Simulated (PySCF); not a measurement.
Vertical excitations of a molecule C4H8OSi from TDA-ωB97X/def2-SVPD in PySCF 2.14.0, as energy in eV (oscillator strength): 4.40 (0.001), 7.10 (0.004), 7.33 (0.014), 7.49 (0.064), 7.98 (0.151), 8.05 (0.014), 8.35 (0.001), 8.64 (0.000), 8.78 (0.043), 8.84 (0.085). Lowest triplet (TDA): 3.90 eV. Geometry optimised at r2SCAN-D4/def2-SVP. Other conformers were not sampled.

Which molecule gave these data?
A. [SiH3]O[C@H]1C=CC1
B. O[Si@H]1C=CCC1
C. C[SiH]1CC(=O)C1
D. C=C[SiH]1COC1

C, C[SiH]1CC(=O)C1
